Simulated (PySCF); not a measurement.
A structure optimised at PBE-D3(BJ)/def2-SVP, used in a PySCF frequency run:

```
B
F 1 1.3439
C 1 1.5685 2 119.30
H 3 1.1052 1 115.09 2 180.00
H 3 1.1118 4 108.52 1 122.71
H 3 1.1118 4 108.52 5 114.59
Se 1 1.9607 2 114.57 3 180.00
H 7 1.4829 1 94.21 2 180.00
```
Charge 0, spin multiplicity 1.

Write its SMILES, formula and point group.

CB(F)[SeH], CH4BFSe, Cs

What are its rotational constants (standard atomic weights)?

8.4928, 2.6286, 2.0329 GHz
